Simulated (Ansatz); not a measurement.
Relaxation of H$_{9}$HfN$_{2}$O$_{2}$P (15 atoms, charge 0, multiplicity 1), to a largest force component of 0.03 eV/Å in at most 50 steps.

Computed with RHF/def2-SVP in Ansatz 0.2.0.

```xyz
15
Properties=species:S:1:pos:R:3
Hf 0.023 0.585 -0.239
N 0.844 -0.447 2.893
H 0.175 -1.007 3.396
H 1.764 -0.780 3.130
O 1.588 -0.443 -0.750
H 2.294 -1.024 -0.967
N -0.566 1.577 -1.925
H -1.517 1.803 -2.168
H 0.036 1.911 -2.661
O -1.613 -0.274 0.354
H -2.309 -0.798 0.701
P 0.668 2.450 1.461
H 2.035 2.099 1.615
H 0.885 3.568 0.620
H 0.761 0.518 3.239
```

**Question.** Where does it end, and by what steps?

**Answer.** The forces met the threshold. After 17 steps the energy has fallen by 0.506 eV; H3 moved furthest, 1.02 Å. Joined: Hf1–N2 (3.40 → 2.51 Å).

| step | energy less start (eV) | largest force component (eV/Å) | accepted |
| --- | --- | --- | --- |
| 0 | 0.0000 | 1.044 | yes |
| 1 | -0.0550 | 1.057 | yes |
| 2 | -0.2372 | 0.681 | yes |
| 3 | -0.3455 | 0.826 | yes |
| 4 | -0.3887 | 1.401 | yes |
| 5 | -0.4334 | 0.546 | yes |
| 6 | -0.4665 | 0.273 | yes |
| 7 | -0.4493 | 0.884 | no |
| 8 | -0.4856 | 0.166 | yes |
| 9 | -0.4905 | 0.100 | yes |
| 10 | -0.4897 | 0.301 | no |
| 11 | -0.4988 | 0.055 | yes |
| 12 | -0.4992 | 0.268 | yes |
| 13 | -0.5032 | 0.080 | yes |
| 14 | -0.5032 | 0.159 | yes |
| 15 | -0.5042 | 0.097 | yes |
| 16 | -0.5056 | 0.071 | yes |
| 17 | -0.5061 | 0.016 | yes |

```xyz
15
Properties=species:S:1:pos:R:3
Hf 0.082 0.517 0.153
N 0.763 -0.338 2.416
H 0.522 -1.314 2.488
H 1.754 -0.258 2.573
O 1.615 -0.567 -0.413
H 2.171 -1.041 -1.003
N -0.521 1.338 -1.637
H -1.463 1.595 -1.876
H 0.077 1.624 -2.393
O -1.629 -0.249 0.724
H -2.501 -0.594 0.697
P 0.685 2.867 1.376
H 1.850 2.502 2.101
H 1.367 3.517 0.323
H 0.295 0.139 3.171
```

Whether the end is a true minimum wasn't checked by a vibrational analysis.

The run took 40 s on 4 threads of Arm Neoverse V1 (shared host), peak memory 0.43 GiB.
